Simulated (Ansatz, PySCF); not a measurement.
C6H10, SMILES CC1=C[C@@H](C)C1. Atoms are numbered in the order given.

```xyz
16

C      2.3445    -0.4170     0.5444
C      0.9544    -0.1899     0.0813
C     -0.0403    -0.9694    -0.3771
C     -1.0050     0.1783    -0.5885
C     -2.2964     0.1703     0.2070
C      0.1484     1.0833    -0.0514
H      2.4810    -0.0584     1.5785
H      3.0643     0.1396    -0.0795
H      2.6119    -1.4831     0.5107
H     -0.1307    -2.0477    -0.5426
H     -1.2219     0.3741    -1.6546
H     -2.8344     1.1267     0.1078
H     -2.0956     0.0000     1.2771
H     -2.9713    -0.6294    -0.1376
H     -0.0836     1.5991     0.8965
H      0.5390     1.8278    -0.7664
```

Coordinates come from a PBE0-D3(BJ)/def2-SVP optimisation.

Two levels are set side by side: PBE-D3(BJ)/def2-SVP (Ansatz, a program for electronic structure) and PBE0-D3(BJ)/def2-SVP (Ansatz). Each level has its own optimised geometry; the coordinates shown are those of the second. Frequencies come from the Hessian of PySCF at each geometry. Differences are taken from unrounded values.

| quantity | PBE0-D3(BJ) | PBE-D3(BJ) | PBE-D3(BJ) minus PBE0-D3(BJ) |
|---|---|---|---|
| mean bond length (Å) | 1.247 | 1.256 | 0.009 |
| bond C1–C2 (Å) | 1.483 | 1.489 | 0.006 |
| bond C2–C3 (Å) | 1.344 | 1.357 | 0.012 |
| bond C2–C6 (Å) | 1.513 | 1.522 | 0.009 |
| bond C3–C4 (Å) | 1.514 | 1.522 | 0.008 |
| bond C4–C5 (Å) | 1.517 | 1.526 | 0.009 |
| bond C4–C6 (Å) | 1.561 | 1.573 | 0.012 |
| bond C1–H7 (Å) | 1.103 | 1.112 | 0.009 |
| bond C1–H8 (Å) | 1.103 | 1.112 | 0.009 |
| bond C1–H9 (Å) | 1.100 | 1.108 | 0.008 |
| bond C3–H10 (Å) | 1.095 | 1.103 | 0.008 |
| bond C4–H11 (Å) | 1.105 | 1.114 | 0.009 |
| bond C5–H12 (Å) | 1.102 | 1.110 | 0.008 |
| bond C5–H13 (Å) | 1.102 | 1.110 | 0.008 |
| bond C5–H14 (Å) | 1.102 | 1.110 | 0.008 |
| bond C6–H15 (Å) | 1.104 | 1.112 | 0.008 |
| bond C6–H16 (Å) | 1.104 | 1.112 | 0.008 |
| highest harmonic wavenumber (cm⁻¹) | 3200 | 3105 | -96 |
| mean harmonic wavenumber (cm⁻¹) | 1493 | 1443 | -50 |
| zero-point energy (kcal/mol) | 89.63 | 86.66 | -2.97 |

GGA bonds tend to be longer and softer than those of functionals with exact exchange. Differences between two approximate levels are no errors against the true value.
